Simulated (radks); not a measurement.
Values are calculated unless marked as measured or tabulated.
How relativity changes the ionisation of the phosphorus ion P10+ ([He] 2s2 2p1) to P11+ ([He] 2s2). Spin-unpolarised spherical Kohn-Sham, PBE, point nucleus unless stated (finite: rms radius 3.1889 fm), a radial shooting solver on a logarithmic mesh with Libxc functionals. A level marked "c x" has the speed of light scaled by that factor and shares open shells by 2j + 1; other Dirac levels either fill j = l - 1/2 first or share by 2j + 1.

level                               E(P10+) (hartree)  E(P11+) (hartree)  IE (eV)   HOMO  <r> HOMO (bohr)
non-rel.                                   -276.02475         -258.49954   476.89     2p           0.3985
scalar-rel.                                -276.82983         -259.28687   477.37     2p           0.3978
scalar-rel., finite nucleus                -276.82955         -259.28659   477.37     2p           0.3978
Dirac, 2j+1 shares                         -276.82996         -259.28687   477.37  2p3/2           0.3983
Dirac, low j first                         -276.86377         -259.28687   478.29  2p1/2           0.3968
Dirac, 2j+1 shares, finite nucleus         -276.82968         -259.28659   477.37  2p3/2           0.3983
Dirac, c x 0.75                            -277.46295         -259.90584   477.75  2p3/2           0.3981
Dirac, c x 2                               -276.22516         -258.69548   477.01  2p3/2           0.3984
Dirac, c x 3                               -276.11375         -258.58655   476.94  2p3/2           0.3984

NIST Atomic Spectra Database: 479.44 eV (semi-empirical). The relativistic part of the total energy of P10+ is -0.8049 hartree (Dirac, 2j+1 shares, finite nucleus), 0.29 % of the non-relativistic value. Spin polarisation and multiplet splitting of open shells are left out at every level.

Beside tabulated values, note that spin-unpolarised runs miss the spin-polarisation part of the exchange energy of open shells.
